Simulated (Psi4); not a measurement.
Torsional profile of C₇H₈O, SMILES C/C=C\c1ccco1. Scanned: dihedral C2–C3–C4–O8; all other coordinates were relaxed at GFN2-xTB. Points at φ and −φ are mirror images.

Geometry of the scan point at 120° (Å):
```
16

C     -2.0530    -1.0643     0.3495
C     -2.0221     0.3805    -0.0147
C     -0.9314     1.1283    -0.1415
C      0.4373     0.6384    -0.0163
C      1.0853    -0.0090     1.0001
C      2.3958    -0.2717     0.5341
C      2.4453     0.2192    -0.7326
O      1.2688     0.7688    -1.0761
H     -2.4637    -1.1891     1.3517
H     -1.0568    -1.4972     0.3242
H     -2.6993    -1.6065    -0.3396
H     -2.9907     0.8426    -0.1543
H     -1.0202     2.1588    -0.4623
H      0.6838    -0.2435     1.9647
H      3.1848    -0.7597     1.0689
H      3.2265     0.2369    -1.4665
```

Computed with Psi4 1.11 with PBE-D3(BJ)/def2-SVP // GFN2-xTB.

Scanned values (°): -150, -120, -90, -60, -30, 0, 30, 60, 90, 120, 150, 180.

Task: At which scan points does the profile have its minima and maxima, and how high do they lie?

Result: Lower than their neighbours: 0° (0.0 kJ/mol), 180° (1.9 kJ/mol). Higher than their neighbours: -90° (28.3 kJ/mol), 90° (28.3 kJ/mol). The whole profile spans 28.3 kJ/mol.
